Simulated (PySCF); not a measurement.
Compound: C3H7AlFN.
Numbering: `[F:1][CH2:2][CH2:3][C:4]#[N+:5][AlH3-:6]` (hydrogens: H7, H8 on C2; H9, H10 on C3; H11, H12, H13 on Al6)

Level of theory: PBE0-D3(BJ)/def2-SVP geometry optimisation, gas phase in PySCF 2.14.0.

What internal coordinates does the optimisation give?

```json
{"bond": "F1–C2", "length (Å)": "1.362"}
{"bond": "C2–C3", "length (Å)": "1.528"}
{"bond": "C3–C4", "length (Å)": "1.448"}
{"bond": "C4≡N5", "length (Å)": "1.152"}
{"bond": "N5–Al6", "length (Å)": "2.040"}
{"bond": "C2–H7, C2–H8", "length (Å)": "1.102"}
{"bond": "C3–H9, C3–H10", "length (Å)": "1.102"}
{"bond": "Al6–H11, Al6–H12, Al6–H13", "length (Å)": "1.603"}
```

Bonds in one row agree within 0.01 Å and their mean is given. A selection of angles:
```json
{"angle": "F1–C2–C3", "degrees": "107.7"}
{"angle": "F1–C2–H7", "degrees": "109.6"}
{"angle": "C3–C2–H7", "degrees": "110.6"}
{"angle": "H7–C2–H8", "degrees": "108.8"}
{"angle": "C2–C3–C4", "degrees": "112.8"}
{"angle": "C2–C3–H9", "degrees": "109.8"}
{"angle": "C4–C3–H9", "degrees": "108.4"}
{"angle": "H9–C3–H10", "degrees": "107.5"}
{"angle": "C3–C4–N5", "degrees": "178.7"}
{"angle": "C4–N5–Al6", "degrees": "179.4"}
{"angle": "N5–Al6–H11", "degrees": "99.0"}
{"angle": "N5–Al6–H13", "degrees": "98.5"}
{"angle": "H11–Al6–H12", "degrees": "117.7"}
```

Torsions: F1–C2–C3–C4 180° (antiperiplanar). The mirror-image conformer, all signs reversed, is as good.

The C–C distances run from 1.448 Å (C3–C4, drawn single) to 1.528 Å (C2–C3, drawn single), a spread of 0.080 Å. Al6 (aluminium bonded to N and 3 H) is distorted tetrahedral (angles from 98.5° to 117.7°). The 6 heavy atoms lie in one plane (0.005 Å rms).

PBE0-D3(BJ)/def2-SVP frequencies: not computed here. The numbers are those of one conformer.
